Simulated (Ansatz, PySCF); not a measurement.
H2S (SMILES S) and CH3I (SMILES CI) are pulled apart as rigid monomers along the line of their centres of mass, from the B3LYP-D3(BJ)/def2-TZVP minimum. Starting geometry (charge 0, multiplicity 1):
```csv
atom,x (Å),y (Å),z (Å)
S,-0.1442,-0.4662,-0.6813
H,-0.5490,-1.7403,-0.8064
H,-0.8993,-0.2756,0.4160
C,1.1349,-1.1941,2.9410
I,-0.9352,-0.8057,3.4116
H,1.3573,-2.1995,3.2791
H,1.2359,-1.0970,1.8654
H,1.7265,-0.4560,3.4699
```

Interaction energies with rigid monomers; basis-set methods are counterpoise corrected unless marked otherwise.

Correlated levels freeze the cores. Filled d and f shells under p-block atoms count as core. Rows in 3-21G carry no dispersion term and start afresh at each structure; the Pople sets are all-electron and without relativity.

The values were computed with Ansatz (an electronic-structure program) with Gaussian orbitals; PySCF for 3-21G rows, the dispersion terms.  In def2 rows elements past Kr take small-core potentials, without spin–orbit coupling.

```csv
H3···I5 (Å),HF/def2-SVPD (kcal/mol),B3LYP/3-21G (no counterpoise) (kcal/mol),B3LYP-D4/def2-TZVPPD (kcal/mol),MP2/def2-SVPD (kcal/mol),CCSD/def2-SVPD (kcal/mol)
2.74,…,-1.64,-1.74,-0.29,…
3.04,0.44,-2.50,-2.66,-1.83,-1.20
3.49,-0.66,-1.84,-2.19,-1.88,-1.55
4.25,-0.58,-0.67,-1.01,-1.02,-0.90
5.46,-0.23,-0.17,-0.30,-0.33,-0.30
```

Fill in the missing entries.


- 2.74, HF/def2-SVPD (kcal/mol): 3.13
- 2.74, CCSD/def2-SVPD (kcal/mol): 0.73
